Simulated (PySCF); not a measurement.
## ¹⁷O chemical shifts

Relativity neglected, single conformer, gas phase, fast rotation and ring inversion assumed for equivalent nuclei. GFN2-xTB geometry; shieldings: GIAO PBE0/pcSseg-1; PySCF 2.14.

Shieldings were converted by a linear fit to measured shifts: ¹⁷O (scatter 10.7 ppm rms, 12.2 ppm with the 3 outliers that the fit left out vs liquid water, solution or neat liquid). Occasional misses reach two or three times the rms, and more in compound classes unlike the fitted ones.

Question: Give the ¹⁷O shifts of `O=CN[C@@H]1C=C[C@@H]1CO`, `[H]/N=C\[C@H]1CCCOC1=O`.

Answer: 
```json
{"compound": "[O:1]=[CH:2][NH:3][C@@H:4]1[CH:5]=[CH:6][C@@H:7]1[CH2:8][OH:9]", "environment": "O1: amide-type carbonyl oxygen", "δ (ppm)": "336.4"}
{"compound": "[O:1]=[CH:2][NH:3][C@@H:4]1[CH:5]=[CH:6][C@@H:7]1[CH2:8][OH:9]", "environment": "O9: alcohol oxygen", "δ (ppm)": "-5.9"}
{"compound": "[H]/[N:1]=[CH:2]\\[C@H:3]1[CH2:4][CH2:5][CH2:6][O:7][C:8]1=[O:9]", "environment": "O9: ester carbonyl oxygen", "δ (ppm)": "374.8"}
{"compound": "[H]/[N:1]=[CH:2]\\[C@H:3]1[CH2:4][CH2:5][CH2:6][O:7][C:8]1=[O:9]", "environment": "O7: ester alkoxy oxygen", "δ (ppm)": "155.3"}
```

Question: Order these by ¹⁷O shift, lowest first.
A. FC(F)(F)Oc1ccccc1
B. CC(C)(C[SiH2][SiH3])[SiH2]O
C. C=CC(=C)C(=O)F

Answer: B (-9.3 ppm, oxygen bonded to Si, H), A (114.2 ppm, ether oxygen), C (367.7 ppm, carbonyl oxygen).

In solution the two oxygens of a carboxylic acid give one averaged line by proton exchange, and hydrogen bonding shields acid and N–H amide carbonyl oxygens by tens of ppm; neither is in these numbers.
